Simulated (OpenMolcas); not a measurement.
**Multiplet structure of Ga II**

```json
{
 "Program": "OpenMolcas",
 "Method": "CASSCF",
 "Basis": "ANO-RCC-VTZP [6s5p3d1f]",
 "Scalar Hamiltonian": "DKH2, point nucleus",
 "Active space": "2 electrons in 4 orbitals (4s 4p)",
 "State averaging": "2S+1 = 3 even, 3 roots; 2S+1 = 1 even, 7 roots; 2S+1 = 3 odd, 3 roots; 2S+1 = 1 odd, 3 roots",
 "Spin-orbit coupling": "RASSI with atomic mean-field integrals over the reference wave functions, term energies averaged over their components"
}
```

With spin-orbit coupling, above the lowest level:

| Configuration | Term | J | E (cm⁻¹) | Measured (cm⁻¹) | g | Term weight % |
| --- | --- | --- | --- | --- | --- | --- |
| 4s² | ¹S | 0 | 0.0 | 0.0 |  | 100 |
| 4s 4p | ³P° | 0 | 43058 | 47368 |  | 100 |
| 4s 4p | ³P° | 1 | 43431 | 47814 | 1.501 | 100 |
| 4s 4p | ³P° | 2 | 44191 | 48750 | 1.501 | 100 |
| 4s 4p | ¹P° | 1 | 74071 | 70701 | 1.000 | 100 |
| 4p² | ³P | 0 | 109972 |  |  | 100 |
| 4p² | ³P | 1 | 110370 |  | 1.501 | 100 |
| 4p² | ³P | 2 | 111066 |  | 1.499 | 100 |
| 4p² | ¹D | 2 | 119409 | 107721 | 1.002 | 100 |
| 4p² | ¹S | 0 | 138219 |  |  | 100 |

Against the 5 measured excited levels shown (NIST Handbook of Basic Atomic Spectroscopic Data) the mean absolute deviation is 5700 cm-1; the largest miss in energy is 4p² ¹D₂: computed 119409, measured 107721 cm⁻¹ (+10.9 %).

Without dynamic correlation excited terms often stand tens of per cent too high (terms of higher spin than the ground term too low), and those without a measured partner can miss by more than the paired ones. The ¹D term of p² mixes with s d, which this space lacks. Computed and measured levels are paired by configuration, term and J; levels that our copy of the source lacks, or whose pairing is in doubt (as where it misses far off the trend of its configuration), stay unpaired and out of the deviations. Only configurations of the active space appear.

The term weight is that of the spin-free term in the level, not the purity of its configuration. ° marks odd parity.
